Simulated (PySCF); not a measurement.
Working out the excitation energy of Br²⁺

Br²⁺ [Ar] 3d10 4s2 4p3 (4S) → Br²⁺ [Ar] 3d10 4s1 4p3 5s1 (6S). Calculation: PySCF 2.14, in aug-cc-pwCVDZ-PP with ECP10MDF (6s5p4d1f, 48 functions); scalar relativity through the core potential. Frozen: 3s2 3p6 3d10. Energies in hartree (1 hartree = 27.21139 eV):

```json
{"part": "UHF", "Br²⁺ (lower)": "-414.339600", "Br²⁺ (upper)": "-413.386084"}
{"part": "CCSD correlation", "Br²⁺ (lower)": "-0.081042", "Br²⁺ (upper)": "-0.034437"}
{"part": "(T)", "Br²⁺ (lower)": "-0.000962", "Br²⁺ (upper)": "-0.000215"}
```

Question: What does Hartree-Fock give?

Answer: (-413.386084) − (-414.339600) = 0.953516 hartree = 25.946 eV.

Question: What do CCSD and CCSD(T) give?

Answer: The CCSD correlation energies differ by 0.046605 hartree = 1.268 eV and the triples by 0.000747 hartree = 0.020 eV, so CCSD gives 27.214 eV and CCSD(T) 27.234 eV.

A double-zeta basis recovers only part of the correlation energy.
